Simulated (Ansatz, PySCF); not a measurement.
This PySCF input computes a r2SCAN/def2-TZVPD energy:

```python
from pyscf import gto, scf, dft

mol = gto.M(
    atom='''
    Si   -0.02157484    0.00592806    0.01518771
    O    -0.58324766   -1.45780421    0.53314996
    N    -1.22147264    1.26719952   -0.05883350
    N     1.15788753    0.67080087    1.04512113
    N     0.57457046   -0.36281708   -1.54546164
    H    -0.84240440   -1.51491841    1.45573632
    H    -2.12347604    0.95427118   -0.42226862
    H     2.02518689    0.22139256    1.28296021
    H     1.11220952    1.63461219    1.32806744
    H     1.08082119    0.32056269   -2.08379637
    H     0.13879436   -1.06276272   -2.12430848
    ''',
    basis='def2-tzvpd',
    charge=0,
    spin=1,
    verbose=4,
)

mf = dft.UKS(mol, xc='r2scan').density_fit(auxbasis='def2-universal-jkfit')
mf.grids.level = 4
mf.conv_tol = 1e-9
mf.max_cycle = 100
mf.max_memory = 1500
mf.kernel()
if not mf.converged:
    mf = mf.newton()
    mf.kernel(mf.make_rdm1())
for _ in range(2):
    mo, _, stable, _ = mf.stability(return_status=True)
    if stable:
        break
    mf.kernel(mf.make_rdm1(mo, mf.mo_occ))
mf.analyze()
```

Question: Write an input for the same energy in Ansatz (a program for electronic structure) and say what it gives.

Answer: 
Ansatz 0.2 input:
```yaml
crystal:
  periodic: [false, false, false]
  atoms:
    - {symbol: Si, position_ang: [-0.02157484, 0.00592806, 0.01518771]}
    - {symbol: O, position_ang: [-0.58324766, -1.45780421, 0.53314996]}
    - {symbol: N, position_ang: [-1.22147264, 1.26719952, -0.05883350]}
    - {symbol: N, position_ang: [1.15788753, 0.67080087, 1.04512113]}
    - {symbol: N, position_ang: [0.57457046, -0.36281708, -1.54546164]}
    - {symbol: H, position_ang: [-0.84240440, -1.51491841, 1.45573632]}
    - {symbol: H, position_ang: [-2.12347604, 0.95427118, -0.42226862]}
    - {symbol: H, position_ang: [2.02518689, 0.22139256, 1.28296021]}
    - {symbol: H, position_ang: [1.11220952, 1.63461219, 1.32806744]}
    - {symbol: H, position_ang: [1.08082119, 0.32056269, -2.08379637]}
    - {symbol: H, position_ang: [0.13879436, -1.06276272, -2.12430848]}
basis:
  gaussian:
    orbitals: def2-TZVPD
hamiltonian:
  xc: {name: r2SCAN}
magnetization: {spin_polarized: true, initial_magnetization: 1}
output: {forces: true}
```
It gives -532.63972 Eh, and PySCF -532.63986 Eh, a difference of 0.14 mEh, from the treatment of integrals and grids.

It need not be the lowest isomer of its formula.
